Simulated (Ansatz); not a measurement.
```yaml
crystal:
  periodic: [false, false, false]
  atoms:
    - {symbol: W, position_ang: [-0.092846, -0.162445, -0.011937]}
    - {symbol: O, position_ang: [0.126767, -0.009082, 1.258226]}
    - {symbol: F, position_ang: [1.719192, 0.045393, -0.642479]}
    - {symbol: F, position_ang: [-0.131137, 1.753625, -0.313548]}
    - {symbol: F, position_ang: [-1.715427, -0.129466, -0.484676]}
    - {symbol: F, position_ang: [-0.068762, -1.884754, -0.430373]}
basis:
  gaussian: {orbitals: def2-mTZVPP}
hamiltonian: {xc: {name: B2GP-PLYP}}
scf: {lower_state_search: off}
output: {forces: true}
```

```sh
$ ansatz run in.yaml --threads 4 --pin off --events-out ev --progress --plain --max-ram 3916MiB
```

Output, abridged:

```
Functional definition: B2GP-PLYP
  name "B2GP-PLYP"
  cite "Karton, Tarnopolsky, Lamère, Schatz & Martin, J. Phys. Chem. A 112, 12868 (2008) doi:10.1021/jp801805p"
  cite "Becke, Phys. Rev. A 38, 3098 (1988) doi:10.1103/PhysRevA.38.3098"
  cite "Lee, Yang & Parr, Phys. Rev. B 37, 785 (1988) doi:10.1103/PhysRevB.37.785"
  parameter a = 0.65
  parameter c = 0.36
  exchange = (1 - a)*b88_x + a*exact_x
  correlation = (1 - c)*lyp_c + c*(mp2_os + mp2_ss)
these checks for a lower state are left out or cut short: starts, cluster_reference, orbital_swaps, neighbouring_geometries, increment
1461 factors; integrals over basis functions are off by at most 4.1e-4 eV
mean field evaluation 1: about -14700.4609 eV, gradient 8.1e1 eV
mean field evaluation 2: about -14700.5051 eV, gradient 8.1e1 eV
mean field evaluation 4: about -14709.3202 eV, gradient 6.8e0 eV
mean field evaluation 8: about -14709.3961 eV, gradient 7.7e-1 eV
mean field evaluation 16: about -14709.3971 eV, gradient 1.6e-4 eV
mean field -14709.39710216 eV, -540.5603731169 hartree, gradient 7.7e-6 eV, S^2 0.000000; 0 other end points of the search recorded, 0 dependent functions left out
5 core orbitals not correlated: weight in the atoms' cores, before any rotation towards them, 1.000 or more for the frozen orbitals, at most 0.000 for the correlated occupied ones
reference -14709.39719367 eV, -540.5603764799 hartree; 24, 24 occupied and 127, 127 virtual orbitals, 1461 factors
second order -43.84917504 eV of doubles, -0.00000000 eV of singles
the calculation of the forces begins
Total energy: -14725.18289669 eV, -541.1404903658 hartree
Atom 0 at    -0.092846    -0.162445    -0.011937 Å, force     0.124673    -1.194040   -64.910262 eV/Å
Atom 1 at     0.126767    -0.009082     1.258226 Å, force     9.912951     6.526065    67.133317 eV/Å
Atom 2 at     1.719192     0.045393    -0.642479 Å, force    -0.331403    -0.418842    -0.003717 eV/Å
Atom 3 at    -0.131137     1.753625    -0.313548 Å, force    -0.156416    -0.137870    -0.184801 eV/Å
Atom 4 at    -1.715427    -0.129466    -0.484676 Å, force   -10.014747     0.330289    -1.635018 eV/Å
Atom 5 at    -0.068762    -1.884754    -0.430373 Å, force     0.464942    -5.105602    -0.399519 eV/Å
Dipole moment:    -0.297993    -0.364496     0.419076 e Å
Checks for a lower state left out: starts, cluster_reference, orbital_swaps, neighbouring_geometries, increment
```

It took 7.5 s on 4 threads of Intel Xeon on a shared host, peak host memory 0.59 GiB.

In the def2 sets W takes a core potential; there is no spin–orbit coupling. Correlated methods freeze 5 core orbitals; core or outer-core shells of W are correlated, in sets that lack core-valence functions.
